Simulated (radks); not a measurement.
The numbers below are computed, except where a source is named.
Spherical quantum dot in the effective-mass picture: electrons in a hard-walled sphere of radius 5.25, with a point charge +2 (a donor) at the centre, all in effective atomic units (hartree* = m*/eps^2 hartree, bohr* = eps/m* bohr), one dielectric constant everywhere. Level of theory: non-relativistic Kohn-Sham, LDA (Slater exchange, Perdew-Wang correlation), spin-polarised, spherical densities (a radial shooting solver with Libxc functionals). Levels are named by radial order and angular momentum (1s, 1p, 1d, 2s, ...), and open shells are averaged over m.

N = 11, configuration 1s2 1p6 1d(up 1, down 0) 2s2. This is the lowest configuration that the search found. Occupied and some empty levels:

level    occupation  eigenvalue (hartree*)  <r> (bohr*)
1s up             1                 2.1095        1.379
1s down           1                 2.1121        1.347
2s up             1                 2.3980        3.103
2s down           1                 2.4095        3.130
1p up             3                 2.4160        3.490
1p down           3                 2.4294        3.485
1d up             1                 2.6002        3.668
1d down           0                 2.6142        3.667
1f up             0                 2.8411        3.795
1f down           0                 2.8553        3.795
1g up             0                 3.1355        3.897
1g down           0                 3.1498        3.897
2p up             0                 3.1741        2.627
2p down           0                 3.1814        2.625

Energy (hartree*): total 9.20983, kinetic 6.7139, external -12.182, Hartree 17.957, exchange-correlation -3.2789.

Electron density:

r (bohr*)  n(r) (e/bohr*^3)
0.263                 1.298
0.656                0.3154
1.05                0.08983
1.44                0.03286
1.84                0.01994
2.23                0.02007
2.62                0.02420
3.02                0.02834
3.41                0.02969
3.80                0.02625
4.20                0.01808
4.59               0.008226
4.98               0.001365
